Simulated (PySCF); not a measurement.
Peak assignment

Structure with atom numbers: `[F:1][Si@H:2]([Cl:3])[C:4]1=[C:5]([Cl:6])[CH2:7][CH2:8]1`; H(Xn) means a hydrogen on atom n. Ha(C7), Ha(C8) are pro-R; Hb(C7), Hb(C8) are pro-S.

- σ from GIAO-PBE0/pcSseg-1
- coordinates at the GFN2-xTB level
- code: PySCF
- no relativistic terms, a single conformation, in vacuum

δ = σ(ref) − σ, references computed at the same level: TMS for $^{13}$C (σref 186.93) and $^{1}$H (σref 31.72).

Question: Assign these signals to the numbered atoms. $^{13}$C{$^{1}$H} NMR (computed): δ 161.4 (C), 149.7 (C), 41.5 (CH2), 29.3 (CH2).

Answer: 
| δ (ppm) | atoms | environment | reason |
| --- | --- | --- | --- |
| 161.4 | C5 | fully substituted alkene carbon | as expected for a trigonal carbon in a double bond |
| 149.7 | C4 | fully substituted alkene carbon | – |
| 41.5 | C7 | allylic sp3 CH2 | saturated and bonded to C and H only |
| 29.3 | C8 | allylic sp3 CH2 | – |

Question: Assign these signals to the numbered atoms. $^{1}$H NMR (500 MHz, computed): δ 5.58 (m, 1H), 2.88 (m, 1H), 2.86 (m, 1H), 2.63 (m, 1H), 2.58 (m, 1H).

Answer: 
| δ (ppm) | atoms | environment | reason |
| --- | --- | --- | --- |
| 5.58 | H(Si2) | hydrogen on a silicon bonded to C, Cl, F | – |
| 2.88 | Ha(C7) | hydrogen on an allylic sp3 CH2 | allylic position |
| 2.86 | Hb(C7) | hydrogen on an allylic sp3 CH2 | – |
| 2.63 | Hb(C8) | hydrogen on an allylic sp3 CH2 | – |
| 2.58 | Ha(C8) | hydrogen on an allylic sp3 CH2 | – |

Ha(C7) and Hb(C7); Hb(C8) and Ha(C8) lie closer than the usual error of such a calculation, so a measured spectrum could show them in the other order.

Carbons that carry Cl, above all several Cl atoms, come out too deshielded, partly because spin–orbit coupling is missing. Splittings by $^{19}$F in the carbon and heteronuclear signals aren't shown, as no couplings were computed. Shifts are as computed. Against solution values, carbons near 30 ppm lie about +3 ppm off and those near 130 ppm about +5 ppm; carbons on Cl a further +6 ppm. Of 1211 compounds with measured shifts, 218 miss one by over three times the rms of a fit or turn the order of signals round; such compounds aren't used in these exercises. No couplings were computed; multiplicities are counted from neighbouring protons, with m where these are inequivalent, close in shift, in a saturated or five-membered ring or joined by F or P, and br s for small geminal =CH2 splittings.
